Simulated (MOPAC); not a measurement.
Job for MOPAC: PM3 on As2, a point of a bond scan (R = 2.841 Å).

```
PM3 1SCF PRECISE CHARGE=0 THREADS=1
As2

As    -0.00000000 1    -0.00000000 1    -1.05206769 1
As     0.00000000 1     0.00000000 1     1.78851507 1
```

Program output:

```
*******************************************************************************
 **                                                                           **
 **                              MOPAC v23.2.5                                **
 **                                                                           **
 *******************************************************************************
 ** MOPAC's Digital Object Identifier: https://doi.org/10.5281/zenodo.6511958 **
 **                                                                           **
 ** Please cite the open-source release paper for use of this MOPAC version:  **
 ** J. E. Moussa and J. J. P. Stewart (2026)                                  **
 ** MOPAC: An open-source semiempirical molecular orbital program             **
 ** J. Open Source Softw., 11(119), 8025, https://doi.org/10.21105/joss.08025 **
 *******************************************************************************

                              PM3 CALCULATION RESULTS

 *******************************************************************************
 *  PM3        - The PM3 Hamiltonian to be used
 *
 *
 *
 *                 CHARGE ON SYSTEM = 0
 *
 *
 *
 *  PRECISE    - TIGHTER CRITERIA TO BE USED
 *  1SCF       - DO 1 SCF AND THEN STOP
 *  THREADS=1  - MULTI-THREADING NOT USED
 *  T=         - A TIME OF 172800.0 SECONDS REQUESTED
 *  DUMP=N     - RESTART FILE WRITTEN EVERY 7200.0 SECONDS REQUESTED
 *******************************************************************************
PM3 1SCF PRECISE CHARGE=0 THREADS=1
 As2

   ATOM   CHEMICAL          X               Y               Z
  NUMBER   SYMBOL      (ANGSTROMS)     (ANGSTROMS)     (ANGSTROMS)

     1      As         -0.00000000  *  -0.00000000  *  -1.05206769  *
     2      As          0.00000000  *   0.00000000  *   1.78851507  *



          CARTESIAN COORDINATES

    NO.       ATOM           X           Y           Z

     1        As         -0.0000     -0.0000     -1.0521
     2        As          0.0000      0.0000      1.7885

 As: (PM3): J. J. P. STEWART, J. COMP. CHEM. 12, 320-341 (1991).

           Empirical Formula: As2  =     2 atoms



      MOLECULAR POINT GROUP   :   D*h


      RHF CALCULATION, NO. OF DOUBLY OCCUPIED LEVELS = 5


 -------------------------------------------------------------------------------
 PM3 1SCF PRECISE CHARGE=0 THREADS=1
 As2



     1SCF WAS SPECIFIED, SO BFGS WAS NOT USED
     SCF FIELD WAS ACHIEVED


                              PM3 CALCULATION
                                                       MOPAC v23.2.5 Linux




          FINAL HEAT OF FORMATION =        160.57417 KCAL/MOL =     671.84232 KJ/MOL


          COSMO AREA              =         99.97 SQUARE ANGSTROMS
          COSMO VOLUME            =         85.13 CUBIC ANGSTROMS

          IONIZATION POTENTIAL    =          8.619323 EV
          HOMO LUMO ENERGIES (EV) =         -8.619 -3.334
          NO. OF FILLED LEVELS    =          5
          MOLECULAR WEIGHT        =        149.8432         POINT GROUP:  D*h

          MOLECULAR DIMENSIONS (Angstroms)

            Atom       Atom       Distance
           As     2   As     1     2.84058
           As     2   As     1     0.00000
           As     1   As     2     0.00000


          SCF CALCULATIONS        =          1





   ATOM   CHEMICAL          X               Y               Z
  NUMBER   SYMBOL      (ANGSTROMS)     (ANGSTROMS)     (ANGSTROMS)

     1      As         -0.00000000  *  -0.00000000  *  -1.05206769  *
     2      As          0.00000000  *   0.00000000  *   1.78851507  *

                             CARTESIAN COORDINATES

   1   As       -0.000000000    -0.000000000    -1.052067690
   2   As        0.000000000     0.000000000     1.788515070


           Empirical Formula: As2  =     2 atoms



      MOLECULAR POINT GROUP   :   D*h


                  EIGENVALUES
 -17.77945 -16.33449  -9.81967  -8.61932  -8.61932  -3.33418  -3.33418  -1.84754


              NET ATOMIC CHARGES AND DIPOLE CONTRIBUTIONS

  ATOM NO.   TYPE          CHARGE      No. of ELECS.   s-Pop       p-Pop
    1         As          -0.000000        5.0000     1.98766     3.01234
    2         As           0.000000        5.0000     1.98766     3.01234
 DIPOLE           X         Y         Z       TOTAL
 POINT-CHG.     0.000     0.000     0.000     0.000
 HYBRID         0.000     0.000    -0.000     0.000
 SUM            0.000     0.000     0.000     0.000


          ATOMIC ORBITAL ELECTRON POPULATIONS

     Atom    s        px        py        pz
    1 As   1.98766   1.00000   1.00000   1.01234
    2 As   1.98766   1.00000   1.00000   1.01234

 **********************
 *                    *
 * JOB ENDED NORMALLY *
 *                    *
 **********************




 == MOPAC DONE ==
```

The run finished.

Cost: around 0.020 core-seconds (rough).
